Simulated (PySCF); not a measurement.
A side-by-side comparison of computed properties.

First species: C2H9NSi.
Numbering: `[CH3:1][N:2]([CH3:3])[SiH3:4]` (hydrogens: H5, H6, H7 on C1; H8, H9, H10 on C3; H11, H12, H13 on Si4)

Structure used (GFN2-xTB), in Å, numbered top down from 1:
```
atom  x, y, z in Å
C1    -0.3707    1.3605    0.4579
N2    -0.0249    0.0859   -0.1171
C3    -1.1835   -0.7410   -0.3378
Si4    1.5369   -0.6001    0.0996
H5    -1.0889    1.8762   -0.1870
H6    -0.8255    1.2537    1.4513
H7     0.5201    1.9764    0.5515
H8    -1.8976   -0.2150   -0.9791
H9    -0.8879   -1.6653   -0.8275
H10   -1.6938   -0.9925    0.6013
H11    1.8001   -1.2033    1.4196
H12    1.6406   -1.6410   -0.9221
H13    2.4708    0.5059   -0.1069
```

Second species: C4H7NO2Si.
Bonds: C1–N2 (double), N2–C3, C3–C4 (double), C3–O5, O5–Si6, Si6–C7, C7–O8 (double). Hydrogens: H9, H10 on C1; H11, H12 on C4; H13, H14 on Si6; H15 on C7.

Levels: PBE0/def2-SVPD for dipole moment, HOMO energy, LUMO energy, HOMO–LUMO gap, static isotropic polarisability and electronic spatial extent ⟨r²⟩ about the centre of nuclear charge; TDDFT PBE0/def2-SVPD for lowest singlet excitation; TDA PBE0/def2-SVPD for lowest triplet excitation (Tamm–Dancoff); GFN2-xTB for rotational constant A and rotational constant C. Geometries: GFN2-xTB. Each structure is a single optimised conformer of the isolated species, non-relativistic unless stated. Electronic properties by PySCF.

Dipoles, sizes and rotational constants follow the conformer. The torsions of the flexible species, by atom-mapped SMILES:
- `[CH2:1]=[N:2][C:3](=[CH2:4])[O:5][SiH2:6][CH:7]=[O:8]`: C1–N2–C3–C4 38°, N2–C3–O5–Si6 4°, C3–O5–Si6–C7 -26°, O5–Si6–C7–O8 126°

Problem. Which has the higher S1 energy?

Solution. The first: 5.40 eV against 3.22 eV, a difference of 2.18 eV.

Problem. Which of the two has the higher rotational constant C, and by how much?

Solution. The first: 3.179 GHz against 1.048 GHz, a difference of 2.131 GHz.

Problem. Which of the two has the higher ⟨r²⟩, and by how much?

Solution. The second: 1115 bohr² against 457 bohr², a difference of 658 bohr².

Problem. Which of the two has the higher T1 energy, and by how much?

Solution. The first: 5.20 eV against 2.78 eV, a difference of 2.42 eV.

Problem. Which has the higher rotational constant A?

Solution. The first: 8.641 GHz against 2.478 GHz, a difference of 6.163 GHz.

Problem. Which of the two has the higher static isotropic polarisability, and by how much?

Solution. The second: 92.8 au against 61.7 au, a difference of 31.1 au.

Problem. Which has the higher HOMO energy?

Solution. The first: -6.33 eV against -6.47 eV, a difference of 0.14 eV.

Problem. Which of the two has the higher dipole moment, and by how much?

Solution. The second: 2.70 D against 0.80 D, a difference of 1.90 D.

On the first: No computed singlet falls in the visible range (750 to 380 nm, 1.65 to 3.26 eV); S1 lies 2.14 eV above its blue end. The polarisability is 9.15 Å³ as a volume (1 au = 0.148185 Å³), or 1.47 au for each of the 42 electrons.

On the second: In wavenumbers S1 is 26000 cm⁻¹ (1 eV = 8065.54 cm⁻¹). The principal polarisabilities are 67.3, 98.8 and 112.2 au; their mean is the isotropic value.
